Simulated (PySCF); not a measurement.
# How methods differ on the ionisation energy of Pt⁴⁹⁺

Pt⁴⁹⁺ [Ar] 3d10 4s1 (2S) → Pt⁵⁰⁺ [Ar] 3d10 (1S), as a difference of total energies. Calculation: PySCF 2.14, in an uncontracted even-tempered set (18 s from 6.1 bohr⁻², ratio 2.5; 13 p from 8 bohr⁻², ratio 2.5; 8 d from 14 bohr⁻², ratio 2.5; 4 f from 36 bohr⁻², ratio 2.7; 4 g from 54 bohr⁻², ratio 2.7); scalar relativity by spin-free X2C-1e. Correlated levels: outer shells: [Ne] frozen; virtual orbitals above 40 to 60 times the deepest correlated orbital energy dropped. The calculations carry no spin-orbit coupling.

```json
{"method": "UHF", "ionisation energy (eV)": "2822.7"}
{"method": "MP2 (outer shells)", "ionisation energy (eV)": "2824.2"}
{"method": "SCS-MP2 (outer shells)", "ionisation energy (eV)": "2823.9"}
{"method": "CCSD (outer shells)", "ionisation energy (eV)": "2824.1"}
{"method": "CCSD(T) (outer shells)", "ionisation energy (eV)": "2824.1"}
```

Breit and QED terms and the two-electron picture change are absent.

For comparison: 2827.8 ± 1.4 eV (semi-empirical (NIST evaluation); NIST Atomic Spectra Database, ionization energies).
